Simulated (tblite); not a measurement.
C₈H₁₀BCl.
Atom-mapped SMILES: `[CH3:1][B:2]([CH3:3])[c:4]1[cH:5][cH:6][c:7]([Cl:8])[cH:9][cH:10]1` (hydrogens: H11, H12, H13 on C1; H14, H15, H16 on C3; H17 on C5; H18 on C6; H19 on C9; H20 on C10)

Computed with GFN2-xTB (tblite), gas phase: L-BFGS steps from a force-field or distance-geometry start until the largest atomic force falls under 0.01 eV/Å.

The end geometry, which sets the zero of energy:
```
atom  x, y, z in Å
C1     -1.9609    1.4249    0.9602
B2     -1.1356    0.8375   -0.2507
C3     -1.5554    1.1671   -1.7365
C4      0.1067   -0.0781    0.0231
C5      0.8656   -0.6236   -1.0195
C6      1.9627   -1.4312   -0.7900
C7      2.3315   -1.7170    0.5147
Cl8     3.7008   -2.7285    0.8172
C9      1.6101   -1.1994    1.5785
C10     0.5170   -0.3940    1.3240
H11    -2.3590    0.6284    1.5880
H12    -2.7994    2.0454    0.6544
H13    -1.3283    2.0309    1.6081
H14    -0.7448    1.6566   -2.2755
H15    -1.7785    0.2563   -2.2913
H16    -2.4278    1.8117   -1.8088
H17     0.5899   -0.4111   -2.0411
H18     2.5310   -1.8391   -1.6122
H19     1.9043   -1.4273    2.5917
H20    -0.0352    0.0012    2.1628
```

Task: These geometries come from the run, each turned onto the end geometry. Order them by energy, lowest first.
A.
```
atom  x, y, z in Å
C1     -1.9756    1.4400    0.9553
B2     -1.1326    0.8365   -0.2566
C3     -1.5723    1.1810   -1.7441
C4      0.1184   -0.0824    0.0268
C5      0.8768   -0.6335   -1.0304
C6      1.9745   -1.4451   -0.7927
C7      2.3534   -1.7326    0.5160
Cl8     3.7451   -2.7525    0.8287
C9      1.6210   -1.2106    1.5844
C10     0.5243   -0.4051    1.3362
H11    -2.3938    0.6232    1.5667
H12    -2.8127    2.0528    0.5924
H13    -1.3356    2.0701    1.5963
H14    -0.7511    1.6936   -2.2705
H15    -1.8193    0.2559   -2.2854
H16    -2.4595    1.8280   -1.7474
H17     0.6069   -0.4167   -2.0622
H18     2.5413   -1.8534   -1.6224
H19     1.9118   -1.4346    2.6091
H20    -0.0261   -0.0037    2.1970
```
B.
```
atom  x, y, z in Å
C1     -1.9764    1.4391    0.9498
B2     -1.1292    0.8354   -0.2507
C3     -1.5748    1.1833   -1.7383
C4      0.1159   -0.0827    0.0275
C5      0.8776   -0.6331   -1.0215
C6      1.9766   -1.4461   -0.7891
C7      2.3489   -1.7302    0.5188
Cl8     3.7332   -2.7437    0.8255
C9      1.6227   -1.2118    1.5818
C10     0.5273   -0.4052    1.3298
H11    -2.3876    0.6367    1.5629
H12    -2.8030    2.0466    0.6019
H13    -1.3469    2.0604    1.5912
H14    -0.7641    1.6857   -2.2688
H15    -1.8152    0.2677   -2.2848
H16    -2.4473    1.8205   -1.7541
H17     0.6076   -0.4178   -2.0538
H18     2.5394   -1.8521   -1.6185
H19     1.9114   -1.4343    2.6017
H20    -0.0214   -0.0077    2.1856
```
C.
```
atom  x, y, z in Å
C1     -1.9641    1.4279    0.9535
B2     -1.1310    0.8352   -0.2497
C3     -1.5618    1.1715   -1.7322
C4      0.1127   -0.0812    0.0247
C5      0.8719   -0.6277   -1.0181
C6      1.9686   -1.4373   -0.7880
C7      2.3381   -1.7225    0.5170
Cl8     3.7102   -2.7316    0.8186
C9      1.6166   -1.2050    1.5809
C10     0.5231   -0.3985    1.3263
H11    -2.3730    0.6410    1.5857
H12    -2.7966    2.0441    0.6250
H13    -1.3465    2.0417    1.6075
H14    -0.7629    1.6680   -2.2820
H15    -1.7934    0.2686   -2.2964
H16    -2.4352    1.8171   -1.7830
H17     0.5951   -0.4133   -2.0397
H18     2.5388   -1.8482   -1.6079
H19     1.9163   -1.4373    2.5919
H20    -0.0322   -0.0018    2.1627
```
D.
```
atom  x, y, z in Å
C1     -1.9684    1.4332    0.9411
B2     -1.1263    0.8342   -0.2496
C3     -1.5686    1.1763   -1.7236
C4      0.1165   -0.0845    0.0255
C5      0.8777   -0.6324   -1.0153
C6      1.9735   -1.4429   -0.7861
C7      2.3456   -1.7291    0.5178
Cl8     3.7198   -2.7342    0.8222
C9      1.6218   -1.2105    1.5798
C10     0.5284   -0.4039    1.3261
H11    -2.3831    0.6447    1.5665
H12    -2.8020    2.0471    0.6085
H13    -1.3546    2.0527    1.5923
H14    -0.7733    1.6791   -2.2716
H15    -1.8095    0.2768   -2.2874
H16    -2.4440    1.8208   -1.7634
H17     0.6085   -0.4195   -2.0389
H18     2.5376   -1.8505   -1.6121
H19     1.9123   -1.4350    2.5946
H20    -0.0169   -0.0118    2.1705
```
E.
```
atom  x, y, z in Å
C1     -1.9708    1.4385    0.9586
B2     -1.1376    0.8391   -0.2618
C3     -1.5657    1.1744   -1.7452
C4      0.1250   -0.0858    0.0176
C5      0.8705   -0.6295   -1.0340
C6      1.9742   -1.4451   -0.7965
C7      2.3568   -1.7346    0.5155
Cl8     3.7524   -2.7578    0.8308
C9      1.6285   -1.2161    1.5882
C10     0.5109   -0.3969    1.3492
H11    -2.3985    0.6132    1.5702
H12    -2.8220    2.0591    0.5849
H13    -1.3279    2.0769    1.6002
H14    -0.7420    1.6994   -2.2725
H15    -1.8222    0.2483   -2.2860
H16    -2.4716    1.8360   -1.7432
H17     0.6069   -0.4164   -2.0664
H18     2.5425   -1.8542   -1.6245
H19     1.9112   -1.4342    2.6122
H20    -0.0259   -0.0035    2.1996
```

Result: C (0.002 eV), D (0.007 eV), B (0.027 eV), A (0.075 eV), E (0.162 eV).

In the order of the answer:

```tsv
step	E above end (eV)	largest force (eV/Å)	rms force component (eV/Å)	rms distance from end (Å)	rms bond change (Å)	bond most changed (Å)
12	0.002	0.06	0.017	0.015	0.001	B2–C4 +0.002
5	0.007	0.06	0.022	0.027	0.001	B2–C4 +0.002
2	0.027	0.58	0.141	0.030	0.007	C7–Cl8 +0.014
1	0.075	0.60	0.220	0.035	0.012	C7–Cl8 +0.024
0	0.162	1.43	0.396	0.040	0.019	C3–H16 +0.035
```

What follows is the cost of the whole relaxation. On one thread of an Arm Neoverse V1, on a shared host, this took 0.19 s of wall time.
